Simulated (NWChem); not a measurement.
## Atomisation of Au2

```xyz
2

Au     0.0000     0.0000     1.2732
Au     0.0000     0.0000    -1.2732
```
Charge 0, spin multiplicity 1.

All runs are NWChem calculations. Structure: optimised with PBE/def2-SVP with def2 effective core potentials on Au, a minimum by its harmonic frequencies.

Basis set: def2-TZVP. The atomisation energy is electronic alone: no zero-point, thermal, spin-orbit or counterpoise terms. No value is extrapolated to the basis-set limit. Free atoms are single determinants with multiplicities Au 2. Correlated methods freeze the same cores in atoms and molecule, 8 orbitals in all.

Effective core potentials replace the inner electrons of Au; spin-orbit coupling is left out. B3LYP has NWChem's definition, with VWN1-RPA local correlation. The structure started from a generated list of species. No SCF solution was tested for a lower state. Open-shell Hartree-Fock references start from PBE0 orbitals. Coupled-cluster values serve here as a point of comparison, not as the truth.

| method | atomisation energy (kcal/mol) |
|---|---|
| CCSD(T) | 43.3 |
| HF | 16.3 |
| B3LYP | 44.4 |
| BHandHLYP | … |
| PBE0 | … |
| r2SCAN | … |
| CAM-B3LYP | 42.5 |
| MP2 | 47.8 |

Task: What belongs in the gaps?

Result: 
- BHandHLYP, atomisation energy (kcal/mol): 38.2
- PBE0, atomisation energy (kcal/mol): 45.8
- r2SCAN, atomisation energy (kcal/mol): 52.2
